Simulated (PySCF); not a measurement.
SMILES [SiH3][SiH2][SiH3] (H₈Si₃), GFN2-xTB optimised geometry.

```
11

Si     2.04    -0.86     0.00
Si    -0.27    -0.86     0.00
Si    -1.30     1.21     0.00
H      2.58    -0.19    -1.18
H      2.64    -2.20     0.03
H      2.58    -0.15     1.16
H     -0.76    -1.64    -1.15
H     -0.76    -1.64     1.15
H     -0.52     2.20     0.76
H     -1.45     1.76    -1.35
H     -2.64     1.21     0.59
```

Density from B3LYP/def2-TZVP run with PySCF 2.14.0 at that geometry.

Minimum of the electron density along straight lines between bonded atoms, close to the bond critical point (lines longer than 1.1 times the sum of covalent radii, or with two minima, are not listed):

```csv
bond,length / Å,ρ at the minimum / e bohr⁻³,∇²ρ there / e bohr⁻⁵,position (fraction from the first atom)
Si1–Si2,2.315,0.097,-0.17,0.51
Si2–Si3,2.315,0.097,-0.17,0.50
Si1–H4,1.466,0.123,0.19,0.49
Si1–H5,1.465,0.123,0.19,0.49
Si1–H6,1.466,0.123,0.19,0.49
Si2–H7,1.474,0.120,0.18,0.49
Si2–H8,1.474,0.120,0.18,0.49
Si3–H9,1.466,0.123,0.19,0.49
Si3–H10,1.465,0.123,0.19,0.49
Si3–H11,1.465,0.123,0.19,0.49
```
